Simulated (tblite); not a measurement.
Compound: C5H14OSi2.
Numbering: `[CH3:1][SiH2:2][CH2:3][C@H:4]([SiH3:5])[C:6]([CH3:7])=[O:8]` (hydrogens: H9, H10, H11 on C1; H12, H13 on Si2; H14, H15 on C3; H16 on C4; H17, H18, H19 on Si5; H20, H21, H22 on C7)

Computed with GFN2-xTB (tblite), gas phase: L-BFGS steps from a force-field or distance-geometry start until the largest atomic force falls under 0.01 eV/Å.

Step 2: E = -689.8383 eV
```
atom  x, y, z in Å  |  force x, y, z in eV/Å
C1      3.5452   -0.5894   -0.0698   -0.212   0.020  -0.137
Si2     1.7807   -0.4625   -0.7491   -0.108  -0.048   0.000
C3      0.6861    0.5255    0.4561   -0.011  -0.081   0.041
C4     -0.8021    0.5475    0.0645   -0.034   0.122  -0.273
Si5    -1.8006    1.8843    1.0429    0.006  -0.068   0.012
C6     -1.4557   -0.7919    0.2529    0.085  -0.177   0.150
C7     -2.3968   -1.2627   -0.8449    0.172   0.158   0.075
O8     -1.2544   -1.4826    1.2293    0.042   0.210  -0.115
H9      3.5551   -1.1133    0.8775    0.081  -0.040   0.076
H10     3.9703    0.3967    0.0783    0.120  -0.002   0.021
H11     4.1665   -1.1361   -0.7720    0.077   0.043   0.079
H12     1.2204   -1.7934   -0.9582   -0.055  -0.141  -0.038
H13     1.7961    0.2536   -2.0298   -0.009   0.037  -0.110
H14     1.0967    1.5356    0.4931   -0.211   0.139   0.089
H15     0.8028    0.1042    1.4568   -0.186   0.054   0.001
H16    -0.8920    0.8424   -0.9915    0.076  -0.130   0.097
H17    -1.2529    3.2126    0.7107   -0.005  -0.204   0.004
H18    -1.7028    1.6543    2.4832    0.007  -0.029  -0.067
H19    -3.2064    1.8346    0.6012    0.151  -0.021   0.042
H20    -1.8489   -1.3212   -1.7878   -0.126   0.095   0.090
H21    -2.7862   -2.2486   -0.6005    0.035   0.027   0.047
H22    -3.2316   -0.5702   -0.9437    0.106   0.038  -0.083
```

Step 3: E = -689.8461 eV
```
atom  x, y, z in Å  |  force x, y, z in eV/Å
C1      3.5425   -0.5891   -0.0715   -0.129   0.015  -0.040
Si2     1.7783   -0.4640   -0.7496   -0.092  -0.007  -0.018
C3      0.6853    0.5247    0.4569   -0.015  -0.002  -0.019
C4     -0.8023    0.5480    0.0608   -0.017   0.072  -0.076
Si5    -1.8008    1.8838    1.0435    0.038  -0.111  -0.020
C6     -1.4544   -0.7922    0.2529    0.088  -0.091   0.111
C7     -2.3942   -1.2603   -0.8434    0.066   0.049   0.077
O8     -1.2534   -1.4808    1.2296    0.057   0.168  -0.059
H9      3.5564   -1.1138    0.8784    0.061  -0.003   0.007
H10     3.9722    0.3965    0.0786    0.077  -0.036   0.008
H11     4.1677   -1.1353   -0.7707    0.059   0.038   0.065
H12     1.2197   -1.7952   -0.9587   -0.060  -0.143  -0.039
H13     1.7960    0.2543   -2.0316   -0.016   0.017  -0.078
H14     1.0933    1.5377    0.4945   -0.207   0.085   0.082
H15     0.7998    0.1050    1.4568   -0.181   0.033   0.036
H16    -0.8908    0.8404   -0.9904    0.064  -0.090  -0.039
H17    -1.2531    3.2091    0.7108    0.012  -0.161  -0.004
H18    -1.7027    1.6539    2.4819    0.011  -0.037  -0.035
H19    -3.2038    1.8342    0.6019    0.105  -0.023   0.030
H20    -1.8509   -1.3197   -1.7864   -0.075   0.090   0.038
H21    -2.7857   -2.2481   -0.5999    0.056   0.082   0.037
H22    -3.2298   -0.5697   -0.9451    0.097   0.054  -0.064
```

**Question.** Estimate the geometry and energy of step 4. (The exact step hangs on the optimiser's Hessian estimate; all steps are aligned on step 3, rigid shifts and turns removed.)

**Answer.** E = -689.8604 eV, largest force 0.233 eV/Å
```
atom  x, y, z in Å  |  force x, y, z in eV/Å
C1      3.5347   -0.5881   -0.0742    0.065  -0.002   0.088
Si2     1.7696   -0.4679   -0.7524    0.000   0.075  -0.033
C3      0.6822    0.5250    0.4574   -0.013   0.088  -0.050
C4     -0.8023    0.5482    0.0538    0.016   0.030   0.172
Si5    -1.8000    1.8798    1.0443    0.104  -0.194  -0.077
C6     -1.4487   -0.7914    0.2533    0.028   0.060   0.010
C7     -2.3882   -1.2554   -0.8373   -0.089  -0.065  -0.010
O8     -1.2488   -1.4741    1.2311    0.103   0.034   0.109
H9      3.5608   -1.1142    0.8792   -0.004   0.049  -0.087
H10     3.9781    0.3943    0.0793   -0.034  -0.075  -0.015
H11     4.1717   -1.1326   -0.7661   -0.013   0.030   0.034
H12     1.2167   -1.8028   -0.9610   -0.060  -0.111  -0.036
H13     1.7952    0.2560   -2.0375   -0.035  -0.037   0.003
H14     1.0799    1.5439    0.5001   -0.157   0.005   0.056
H15     0.7879    0.1076    1.4583   -0.150   0.009   0.044
H16    -0.8864    0.8342   -0.9919    0.031  -0.018  -0.230
H17    -1.2531    3.1969    0.7110    0.064  -0.032  -0.030
H18    -1.7021    1.6518    2.4780    0.023  -0.062   0.056
H19    -3.1953    1.8327    0.6043   -0.034  -0.031  -0.009
H20    -1.8568   -1.3137   -1.7831    0.042   0.060  -0.050
H21    -2.7826   -2.2439   -0.5977    0.057   0.094   0.049
H22    -3.2228   -0.5669   -0.9498    0.055   0.093   0.006
```

The energy changes by -0.0142 eV. The first-order estimate −F·Δx gives -0.0222 eV and the mean of the old and new forces, exact on a quadratic surface, -0.0142 eV. The step makes an angle of 23° with the force vector and moves no atom by more than 0.016 Å.

The cost below is that of the whole relaxation. Hardware: Arm Neoverse N1, one thread, shared host with 64 logical CPUs at a one-minute load of 61. Cost: 1.3 s.
